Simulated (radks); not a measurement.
Results of a calculation; reference values are marked as such.
Numerical settings for the iridium ion Ir3+, [Xe] 4f14 5d6. Code: a radial shooting solver on a logarithmic mesh with Libxc functionals. Model: scalar-relativistic Kohn-Sham, PBEsol, spin-polarised, spherical densities, finite nucleus; open shells are filled with parallel spins first (spin-orbit coupling, left out, can overturn this in heavy ions); Fermi nuclear charge, rms radius 5.4032 fm. The defaults (mesh step 0.008 in ln r, mesh end at 40 bohr or more with all orbitals vanishing there, Anderson mixing 0.5 over 9 steps, residual threshold near 1e-9 with the energy settled to 1e-9 hartree or 1e-11 of itself, here a cap of 80 iterations) give E = -17817.039 hartree and 5d at -35.110 eV in 16 iterations. Run on one thread of a shared host, so times are rough (Arm Neoverse N1): 0.37 s of CPU time, 0.37 s wall, 16 iterations on 2213 mesh points. Changes against that run (0 stands for a change within the tolerance of the run):

setting,iterations,converged,E (mhartree),e(5d) (meV),CPU (s)
mesh step in ln r 0.08,2,no,diverged,-,0.02
mesh step in ln r 0.012,16,yes,0,0,0.26
mesh step in ln r 0.03,16,yes,+0.00428,0,0.13
mesh end (bohr) 20,16,yes,0,0,0.37
mesh end (bohr) 5,16,yes,+2.78,+94.2,0.35
residual threshold 0.001,11,yes,0,-0.176,0.29
residual threshold 0.1,11,yes,0,-0.176,0.29
mixing 0.2,18,yes,0,0,0.41
"linear mixing, mixing 0.5",30,yes,0,0,0.56
"linear mixing, mixing 0.2",80,no,0,0,1.4
mixing history 3,18,yes,0,0,0.4
iteration cap 5,5,no,+8.25,+534,0.14

Settings that end as converged yet miss the energy by more than 1 mhartree: mesh end (bohr) 5 (+0.00278 hartree). A mesh that ends early acts as a hard wall.
